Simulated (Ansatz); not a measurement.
Born–Oppenheimer molecular dynamics of CuH$_{4}$OSi (7 atoms, charge 1, multiplicity 1). It starts from a relaxed structure.

Theory: RKS B3LYP/def2-SVP (Ansatz).

```
ensemble                      : NVE (velocity Verlet)
time step                     : 0.5 fs
steps asked                   : 150
starting velocities drawn for : 700 K
seed                          : 357348
```

First frame:

```xyz
7
Properties=species:S:1:pos:R:3
Cu 0.312 1.363 -2.140
Si 0.040 -0.114 0.820
O -0.123 -0.073 -0.935
H 0.973 -1.217 1.139
H 0.597 1.232 1.087
H -1.318 -0.313 1.373
H -0.482 -0.878 -1.343
```

Problem. How far do the bonds stretch over the last three quarters of this one trajectory? (Pairs bonded in most of those frames.)

Solution. 
| bond | mean (Å) | spread (Å) | shortest | longest |
| --- | --- | --- | --- | --- |
| Cu1–O3 | 1.916 | 0.024 | 1.88 | 1.95 |
| Si2–O3 | 1.769 | 0.045 | 1.70 | 1.83 |
| Si2–H4 | 1.496 | 0.091 | 1.36 | 1.62 |
| Si2–H5 | 1.489 | 0.064 | 1.40 | 1.58 |
| Si2–H6 | 1.481 | 0.019 | 1.45 | 1.51 |
| O3–H7 | 0.977 | 0.031 | 0.93 | 1.02 |

Mean temperature of the second half: 374 K. The conserved energy stayed within 0.66 meV per atom of its start (net change 0.13 meV per atom), so the integration is sound. Over the second half the temperature averaged 0.53 of the 700 K drawn at the start: a run that starts near a minimum puts about half its kinetic energy into the potential. A run of 0.075 ps of so small a system gives no equilibrium averages.

The run took 6.3 min on 1 thread of Arm Neoverse V2, with other jobs on the host, peak memory 0.15 GiB.
